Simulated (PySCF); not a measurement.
**Working out the ionisation energy of Ni⁺**

Ni⁺ [Ar] 3d9 (2D) → Ni²⁺ [Ar] 3d8 (3F). Calculation: PySCF 2.14, in aug-cc-pVDZ (7s6p4d2f, 59 functions); the non-relativistic Hamiltonian (point nucleus). Frozen: [Ar]. Energies in hartree (1 hartree = 27.21139 eV):

```tsv
part	Ni⁺ (lower)	Ni²⁺ (upper)
UHF	-1506.594457	-1506.033568
MP2 opposite-spin	-0.203381	-0.129192
MP2 same-spin	-0.121771	-0.082423
```

Problem. What does Hartree-Fock give?

Solution. (-1506.033568) − (-1506.594457) = 0.560889 hartree = 15.263 eV.

Problem. What do MP2 and SCS-MP2 (6/5 opposite-spin, 1/3 same-spin) give?

Solution. The opposite-spin parts differ by 2.019 eV and the same-spin parts by 1.071 eV. MP2: 15.263 + (2.019) + (1.071) = 18.353 eV. SCS-MP2: 15.263 + 1.2 × (2.019) + (1.071)/3 = 18.043 eV.

A first-order spin-orbit estimate adds -0.052 eV to MP2 (valence), giving 18.301 eV against 18.169 eV (measured; NIST Atomic Spectra Database, ionization energies).

The calculation is non-relativistic.

A double-zeta basis recovers only part of the correlation energy.

What remains against the reference includes basis incompleteness, the frozen core and correlation beyond second order.
